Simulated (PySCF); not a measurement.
## SMILES CC(C)C1CCCC1, C$_{8}$H$_{16}$

Cartesian coordinates in Å; atom numbers follow the order of the lines, from 1:
```xyz
24

C    -2.1575    0.4224    1.2942
C    -1.4126   -0.2297    0.1337
C    -2.2372   -0.1429   -1.1462
C    -0.0160    0.3726   -0.0411
C     0.7947   -0.1823   -1.2193
C     2.2326    0.1785   -0.8681
C     2.3140   -0.1438    0.6247
C     0.9152    0.1872    1.1833
H    -2.3320    1.4926    1.0919
H    -3.1397   -0.0490    1.4537
H    -1.5955    0.3498    2.2372
H    -1.2722   -1.3011    0.3769
H    -2.3456    0.9057   -1.4712
H    -3.2498   -0.5476   -0.9933
H    -1.7770   -0.7029   -1.9734
H    -0.1465    1.4578   -0.2145
H     0.6842   -1.2816   -1.2617
H     0.4702    0.2148   -2.1925
H     2.3917    1.2579   -1.0346
H     2.9829   -0.3559   -1.4706
H     2.5258   -1.2176    0.7530
H     3.1218    0.3984    1.1387
H     0.9304    1.0928    1.8081
H     0.5488   -0.6261    1.8304
```

Level of theory: quadratic response CAM-B3LYP/aug-cc-pVDZ first hyperpolarisability, Taylor convention, gas phase (PySCF). Geometry: PBE0-D3(BJ)/def2-SVP.

Problem. Give the tensor of the second harmonic β(−2ω;ω,ω) at 1064 nm in the axes of these coordinates.

Solution. In au, Taylor convention; rows are the first index (the induced dipole):
```
      xx     yy    zz     xy    xz    yz
x  +32.8   +9.4  -0.4  +15.2  -4.7  -6.9
y  +15.2  -21.7  -1.2   +9.3  -6.8  +0.1
z   -4.7   +0.1  -1.2   -6.9  -0.5  -1.2
```
Norm of βᵢ = ⅓ Σⱼ (βᵢⱼⱼ + βⱼᵢⱼ + βⱼⱼᵢ): 42.8 au, hyper-Rayleigh value 20.3 au.
